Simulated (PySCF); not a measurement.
B(Cl)(Me)2 (C2H6BCl), SMILES CB(C)Cl. Heavy atoms are numbered as in [B:1]([Cl:2])([CH3:3])[CH3:7]. Hydrogens are named by the atom that carries them.

The structure is a stationary point at B3LYP-D3(BJ)/def2-SVP.

Computed with PySCF with B3LYP/pcSseg-1.

GIAO shieldings, no solvent; atoms alike by connectivity are averaged. δ = σ(ref) − σ: ¹¹B against BF3 (σ = 86.3 ppm); ³⁵Cl against HCl (σ = 933.3 ppm); ¹³C against TMS (σ = 181.3 ppm); ¹H against TMS (σ = 31.68 ppm), references at their B3LYP-D3(BJ)/def2-TZVP geometries, non-relativistic (without spin–orbit terms, shifts of atoms bonded to Cl or Br come out too high).

Computed chemical shifts:
| nucleus | atoms | count | δ (ppm) |
|---|---|---|---|
| ¹¹B | B1 | 1 | 69.9 |
| ³⁵Cl | Cl2 | 1 | 277.6 |
| ¹³C | C3 (CH3) | 2 | 18.0 |
| ¹H | H on C3 | 6 | 1.31 |
